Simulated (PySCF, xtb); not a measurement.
C2F3O, SMILES C(F)([C]=O)(F)F, multiplicity 2.

Harmonic wavenumbers (cm⁻¹) from GFN2-xTB (xtb) at its own minimum, in rising order: 17, 200, 366, 395, 472, 487, 610, 751, 1012, 1081, 1099, 1974.

Q: What does PySCF with PBE-D3(BJ)/def2-SVP give at its own minimum? (An estimate is asked for; the answer gives what the named calculation found.)

A: 46, 223, 386, 404, 523, 528, 650, 777, 1134, 1183, 1199, 1929. Paired by order, the mean absolute difference is 51 cm⁻¹ and the zero-point energies are 12.1 and 12.8 kcal/mol.
